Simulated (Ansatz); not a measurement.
Ansatz results at the PBE0-D4/def2-TZVP geometry: HOMO energy (PBE/def2-TZVPP) -6.14 eV; LUMO energy (B3LYP/def2-TZVPP) -1.62 eV; size of the dipole moment (ωB97M-V/def2-TZVPP) 2.52 D.

Each molecule was computed in one conformer, which needn't be the lowest.

Task: Which molecule gave them?
A. `OB[O][SnH3]`
B. `CC1(O)C=C1`
C. `NC(F)(S)C=O`
D. `OBC#CO`

Result: C. The others give `OBC#CO`: -6.37, -0.80, 3.92; `CC1(O)C=C1`: -5.61, -0.40, 1.90; `OB[O][SnH3]`: -7.14, -0.61, 1.54.

B3LYP here is the variant with VWN-RPA as its local correlation; programs differ in this.
